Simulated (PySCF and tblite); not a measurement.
Results of a calculation; reference values are marked as such.
System: C4H2O3, numbered as in [O:1]=[C:2]([OH:3])[c:4]1[cH:5][c:6]1=[O:7].

For the shift of H on O3 from O3 to O1: electronic barrier 36.31 kcal/mol, zero-point change -2.99 kcal/mol, thermal and entropy terms at 250 K a further 0.07 kcal/mol (symmetry numbers apart). The minimum is C1, the saddle Cs. Level: PBE0/pcSseg-1 + D3(BJ), IEF-PCM water on PBE0-D3(BJ)/def2-SVP stationary points, with GFN2-xTB thermal terms. Rates follow Eyring's equation with the number of equivalent paths and no tunnelling. Run with tblite and PySCF.

Question: How many equivalent paths lead out of the minimum?

Answer: 1: the symmetry number of the minimum is 1, that of the saddle displaced along its mode 1.

Question: Work out the rate at 250 K.

Answer: ΔG‡ = 33.39 kcal/mol; k_B T/h = 5.2×10¹² s⁻¹; exp(−ΔG‡/RT) = 6.5×10⁻³⁰; times 1 gives k = 3.3×10⁻¹⁷ s⁻¹.

Tunnelling of the moving H, left out here, will speed the real process. In real samples such hydrogens mostly exchange between molecules or through solvent, far faster than by this path.
